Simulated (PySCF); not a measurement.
# A scan of HfO with bad points

PBE0; Hf x2c-TZVPPall, O x2c-TZVPPall; spin-free X2C with a Gaussian nucleus (PySCF 2.14); quintet, unpaired electrons σ ↑, π ↑, δ ↑↑ requested.

| R (Å) | E (eV) | ⟨S²⟩ | ⟨Lz²⟩ | μ (D) |
| --- | --- | --- | --- | --- |
| 1.523 | 11.312 | 6.85 | 7.17 | -2.23 |
| 1.591 | 0.335 | 6.01 | 5.01 | -3.44 |
| 1.641 | 0.073 | 6.02 | 5.00 | -3.81 |
| 1.692 | 0.000 | 6.02 | 4.98 | -4.15 |
| 1.743 | 0.077 | 6.02 | 4.96 | -4.47 |
| 1.810 | 0.350 | 6.03 | 4.92 | -4.86 |

The run flagged 1.523 Å: there the SCF missed its convergence threshold, so the fit leaves that out.
